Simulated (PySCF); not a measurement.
Compound: C₆H₁₀ClN.
SMILES with atom numbers: `[CH3:1][N:2]([CH3:3])/[CH:4]=[CH:5]/[CH:6]=[CH:7]/[Cl:8]` (hydrogens: H9, H10, H11 on C1; H12, H13, H14 on C3; H15 on C4; H16 on C5; H17 on C6; H18 on C7)

Method used: PBE0-D3(BJ)/def2-SVP geometry optimisation, gas phase in PySCF.

**Question.** List the bond lengths, angles and torsions at this level.

**Answer.** 
```
                  bond  length (pm)
          C1–N2, N2–C3        143.7
                 N2–C4        136.5
                 C4=C5        135.8
                 C5–C6        144.2
                 C6=C7        134.3
                C7–Cl8        172.9
C1–H9 and 3 like bonds        110.0
        C1–H10, C3–H13        110.8
                C4–H15        109.6
                C5–H16        109.3
                C6–H17        109.6
                C7–H18        109.2
```

Bonds in one row agree within 1 pm and their mean is given. A selection of angles:
```
    angle  degrees
 C1–N2–C3    117.3
 C1–N2–C4    119.5
 N2–C4–C5    127.5
 C4–C5–C6    121.8
 C5–C6–C7    124.7
C6–C7–Cl8    122.9
```

Torsions: C1–N2–C4–C5 3° (synperiplanar); N2–C4–C5–C6 176° (antiperiplanar); C4–C5–C6–C7 180° (antiperiplanar); C5–C6–C7–Cl8 180° (antiperiplanar). The mirror-image conformer, all signs reversed, is as good.

N2 (enamine nitrogen) is almost planar (angles 119.6°, 119.5° and 117.3°, sum 356.4°, 0.16 Å off the plane of its three neighbours). Of the pairs four or more bonds apart, C1···H16 is among the closest relative to their van der Waals radii: 2.63 Å, 91 % of the sum of Bondi's values. The C–N distances run from 1.365 Å (N2–C4, drawn single) to 1.439 Å (N2–C3, drawn single), a spread of 0.074 Å. The C–C distances run from 1.343 Å (C6=C7, drawn double) to 1.442 Å (C5–C6, drawn single), a spread of 0.099 Å.

Point group: C1 (no symmetry element, even within 0.4 Å). PBE0-D3(BJ)/def2-SVP frequencies: not computed here. One conformer, not necessarily the lowest.
